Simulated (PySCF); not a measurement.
F4H2OTi, SMILES [Ti]([F])([F])(<-[OH2])([F])[F], multiplicity 1. Geometry: PBE0-D3(BJ)/def2-SVP. The spin state was assumed, not searched.

Computed equilibrium geometry at PBE0-D3(BJ)/def2-SVP (PySCF confirms it by a frequency run) as Cartesian coordinates in Å, and its point group:
point group Cs.
```xyz
8

Ti    -0.2391     0.0096     0.0000
F      0.1745    -0.7818     1.5091
F      0.1745    -0.7818    -1.5091
F     -0.1649     1.7400     0.0000
F     -1.9504    -0.2500     0.0000
O      2.0475     0.1387     0.0000
H      2.3884    -0.3291    -0.7733
H      2.3884    -0.3291     0.7733
```
Charge 0, spin multiplicity 1.
